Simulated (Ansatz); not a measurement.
Harmonic vibrations of Al₅H by finite differences.

```yaml
crystal:
  periodic: [false, false, false]
  atoms:
    - {symbol: Al, position_ang: [-1.470034, 1.316647, -0.375141]}
    - {symbol: Al, position_ang: [-0.146684, 1.856089, 1.760552]}
    - {symbol: Al, position_ang: [1.124388, 0.673160, -0.066529]}
    - {symbol: Al, position_ang: [0.954684, -1.798368, 0.536513]}
    - {symbol: Al, position_ang: [-1.173370, -1.233701, -0.749955]}
    - {symbol: H, position_ang: [0.711025, -0.813827, -1.105439]}
basis:
  gaussian: {orbitals: def2-SVP}
hamiltonian: {xc: pbe0, dispersion: d4}
scf: {omitted_lower_state_checks: [starts]}
phonons: {temperatures: {t_min: 298.15, t_max: 900, t_step: 200}}
```

```sh
$ ansatz run in.yaml --threads 2 --pin off --events-out ev --progress --plain --max-ram 4352MiB
```

It prints (some lines left out):

```
Functional definition: PBE0
mean field -32973.01996008 eV, -1211.7361336174 hartree, gradient 4.4e-5 eV, S^2 0.000000; 0 other end points of the search recorded, 0 dependent functions left out
mean field -32973.01994794 eV, -1211.7361331711 hartree, gradient 1.5e-6 eV, S^2 0.000000; 0 other end points of the search recorded, 0 dependent functions left out
mean field -32973.01994580 eV, -1211.7361330925 hartree, gradient 1.8e-6 eV, S^2 0.000000; 0 other end points of the search recorded, 0 dependent functions left out
mean field -32973.01995253 eV, -1211.7361333397 hartree, gradient 1.9e-6 eV, S^2 0.000000; 0 other end points of the search recorded, 0 dependent functions left out
mean field -32973.01993563 eV, -1211.7361327189 hartree, gradient 2.1e-6 eV, S^2 0.000000; 0 other end points of the search recorded, 0 dependent functions left out
mean field -32973.01995368 eV, -1211.7361333819 hartree, gradient 2.8e-6 eV, S^2 0.000000; 0 other end points of the search recorded, 0 dependent functions left out
mean field -32973.01994688 eV, -1211.7361331321 hartree, gradient 1.8e-6 eV, S^2 0.000000; 0 other end points of the search recorded, 0 dependent functions left out
mean field -32973.01995025 eV, -1211.7361332560 hartree, gradient 2.5e-6 eV, S^2 0.000000; 0 other end points of the search recorded, 0 dependent functions left out
mean field -32973.01995404 eV, -1211.7361333953 hartree, gradient 2.5e-6 eV, S^2 0.000000; 0 other end points of the search recorded, 0 dependent functions left out
mean field -32973.01999373 eV, -1211.7361348538 hartree, gradient 1.4e-6 eV, S^2 0.000000; 0 other end points of the search recorded, 0 dependent functions left out
mean field -32973.01991785 eV, -1211.7361320654 hartree, gradient 1.8e-6 eV, S^2 0.000000; 0 other end points of the search recorded, 0 dependent functions left out
mean field -32973.01995963 eV, -1211.7361336008 hartree, gradient 2.0e-6 eV, S^2 0.000000; 0 other end points of the search recorded, 0 dependent functions left out
mean field -32973.01992812 eV, -1211.7361324428 hartree, gradient 1.9e-6 eV, S^2 0.000000; 0 other end points of the search recorded, 0 dependent functions left out
mean field -32973.01992625 eV, -1211.7361323739 hartree, gradient 2.2e-6 eV, S^2 0.000000; 0 other end points of the search recorded, 0 dependent functions left out
mean field -32973.01996444 eV, -1211.7361337775 hartree, gradient 2.5e-6 eV, S^2 0.000000; 0 other end points of the search recorded, 0 dependent functions left out
mean field -32973.01989420 eV, -1211.7361311963 hartree, gradient 2.3e-6 eV, S^2 0.000000; 0 other end points of the search recorded, 0 dependent functions left out
mean field -32973.01998052 eV, -1211.7361343685 hartree, gradient 1.7e-6 eV, S^2 0.000000; 0 other end points of the search recorded, 0 dependent functions left out
mean field -32973.01995349 eV, -1211.7361333751 hartree, gradient 3.0e-6 eV, S^2 0.000000; 0 other end points of the search recorded, 0 dependent functions left out
mean field -32973.01993826 eV, -1211.7361328155 hartree, gradient 1.4e-6 eV, S^2 0.000000; 0 other end points of the search recorded, 0 dependent functions left out
mean field -32973.01991367 eV, -1211.7361319119 hartree, gradient 2.3e-6 eV, S^2 0.000000; 0 other end points of the search recorded, 0 dependent functions left out
mean field -32973.01998320 eV, -1211.7361344668 hartree, gradient 2.8e-6 eV, S^2 0.000000; 0 other end points of the search recorded, 0 dependent functions left out
mean field -32973.02005971 eV, -1211.7361372787 hartree, gradient 1.6e-6 eV, S^2 0.000000; 0 other end points of the search recorded, 0 dependent functions left out
mean field -32973.01982856 eV, -1211.7361287840 hartree, gradient 2.6e-6 eV, S^2 0.000000; 0 other end points of the search recorded, 0 dependent functions left out
mean field -32973.01975307 eV, -1211.7361260098 hartree, gradient 1.4e-6 eV, S^2 0.000000; 0 other end points of the search recorded, 0 dependent functions left out
mean field -32973.02014805 eV, -1211.7361405250 hartree, gradient 1.5e-6 eV, S^2 0.000000; 0 other end points of the search recorded, 0 dependent functions left out
mean field -32973.01997981 eV, -1211.7361343423 hartree, gradient 2.4e-6 eV, S^2 0.000000; 0 other end points of the search recorded, 0 dependent functions left out
mean field -32973.01990799 eV, -1211.7361317032 hartree, gradient 2.2e-6 eV, S^2 0.000000; 0 other end points of the search recorded, 0 dependent functions left out
mean field -32973.01992872 eV, -1211.7361324649 hartree, gradient 2.8e-6 eV, S^2 0.000000; 0 other end points of the search recorded, 0 dependent functions left out
mean field -32973.01995911 eV, -1211.7361335817 hartree, gradient 1.7e-6 eV, S^2 0.000000; 0 other end points of the search recorded, 0 dependent functions left out
mean field -32973.01995600 eV, -1211.7361334674 hartree, gradient 1.3e-6 eV, S^2 0.000000; 0 other end points of the search recorded, 0 dependent functions left out
mean field -32973.01995291 eV, -1211.7361333539 hartree, gradient 2.9e-6 eV, S^2 0.000000; 0 other end points of the search recorded, 0 dependent functions left out
mean field -32973.01997285 eV, -1211.7361340866 hartree, gradient 1.6e-6 eV, S^2 0.000000; 0 other end points of the search recorded, 0 dependent functions left out
mean field -32973.01993529 eV, -1211.7361327061 hartree, gradient 1.8e-6 eV, S^2 0.000000; 0 other end points of the search recorded, 0 dependent functions left out
mean field -32973.01984717 eV, -1211.7361294678 hartree, gradient 3.0e-6 eV, S^2 0.000000; 0 other end points of the search recorded, 0 dependent functions left out
mean field -32973.02005437 eV, -1211.7361370823 hartree, gradient 2.7e-6 eV, S^2 0.000000; 0 other end points of the search recorded, 0 dependent functions left out
mean field -32973.02011733 eV, -1211.7361393963 hartree, gradient 2.6e-6 eV, S^2 0.000000; 0 other end points of the search recorded, 0 dependent functions left out
mean field -32973.01977899 eV, -1211.7361269623 hartree, gradient 1.8e-6 eV, S^2 0.000000; 0 other end points of the search recorded, 0 dependent functions left out
Total energy: -32973.24717409 eV, -1211.7444835781 hartree
Atom 0 at    -1.470034     1.316647    -0.375141 Å, force     0.004173    -0.003100    -0.000026 eV/Å
Atom 1 at    -0.146684     1.856089     1.760552 Å, force     0.000723     0.000752     0.000077 eV/Å
Atom 2 at     1.124388     0.673160    -0.066529 Å, force    -0.004611    -0.002710     0.000822 eV/Å
Atom 3 at     0.954684    -1.798368     0.536513 Å, force    -0.000326     0.005168    -0.004505 eV/Å
Atom 4 at    -1.173370    -1.233701    -0.749955 Å, force    -0.001310     0.000751    -0.000050 eV/Å
Atom 5 at     0.711025    -0.813827    -1.105439 Å, force     0.001351    -0.000861     0.003682 eV/Å
Dipole moment:    -0.031600    -0.073654     0.027089 e Å
Vibrations: 49.81 89.49 138.21 217.70 272.92 287.09 308.45 340.81 353.32 718.62 893.50 1037.25 cm⁻¹, zero-point energy 0.291806 eV
Checks for a lower state left out: starts
```

Hardware: 2 threads of Intel Xeon Platinum 8375C on a shared host. Wall time 48 s.

The restricted singlet is unstable towards broken spin symmetry at other levels; at PBE0-D4/def2-SVP this wasn't settled. The structure comes from a short search, and lower isomers may exist.
